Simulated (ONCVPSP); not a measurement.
Before and after: ONCV potential for tin (Sn)

```
Element                 : tin
Generator               : ONCVPSP 4.0.1
Type                    : optimised norm-conserving Vanderbilt (ONCV)
Functional              : PBEsol
Relativity              : scalar-relativistic
Frozen core             : [Kr] 4d10
Valence charge          : 4
Reference configuration : 5s2 5p2
Partial waves           : 5s: rc 2.15 bohr, ncon 3, nbas 7, qcut 2.7 1/bohr, 2 projectors, debl 1.6 Ha; 5p: rc 2.30 bohr, ncon 4, nbas 7, qcut 3.9 1/bohr, 1 projector; d scattering state at 0.13 Ha: rc 2.35 bohr, ncon 4, nbas 9, qcut 4.1 1/bohr, 3 projectors, debl 1.5 Ha
Local potential         : polynomial inside 2.15 bohr (lpopt 1, dvloc0 2 Ha)
Core correction         : Teter function, fcfact 5.25, rcfact 1.7
```

Change: p: rc 1.78; local potential polynomial inside 1.78 bohr (lpopt 1, dvloc0 2 Ha).

Cutoffs: the cutoffs (Ha) at which the residual kinetic energy of the hardest occupied pseudo-wave falls to 1 and 0.1 mHa per electron; they do not see the model core or the augmentation charge, which bear on the density cutoff. Errors are all-electron minus pseudo energies relative to the spin-unpolarised reference configuration.

Q: Predict the effect on cutoff, ghosts and configuration errors.

A: The potential gets harder (16 Ha and 35 Ha → 38 Ha and 47 Ha); both files keep a bound ghost (d); the errors of the 4 common tests hardly move. A smaller radius makes the pseudo-wave follow the all-electron one further in, where it bends more sharply, so more plane waves are needed.

```csv
quantity,base,changed
"cutoff, loose",16 Ha,38 Ha
"cutoff, tight",35 Ha,47 Ha
loose cutoff by channel,"s 16 Ha, p 5.4 Ha","s 16 Ha, p 38 Ha"
bound ghosts,d,d
GHOST(+) flags under 300 eV,s at 118.9 eV,none
"error for 5s2 5p1, meV [ΔE 6.90 eV]",-92,-91
"error for 5s2 5p0, meV [ΔE 20.87 eV]",-509,-512
"error for 5s1 5p0, meV [ΔE 51.89 eV]",-1377,-1391
"error for 5s2 5p1.5, meV [ΔE 2.63 eV]",-19,-18
s: phases at 2.18 bohr within 0.05 rad from the reference energy up to (Ha; the scan ends near 5),3.0,2.7
d: phases at 2.39 bohr within 0.05 rad from the reference energy up to (Ha; the scan ends near 5),4.7,4.8
"rms error of d²Exc/dni dnj with the model core, mHa",6.32,6.35
```

Base: The cutoffs count occupied waves only; projector 3 of the d channel, the hardest unoccupied one, needs 82 Ha at the loose tolerance. A true bound ghost makes a file unfit for plane-wave use even where its test errors are small: the radial tests pick states by their node count and pass the ghost by.
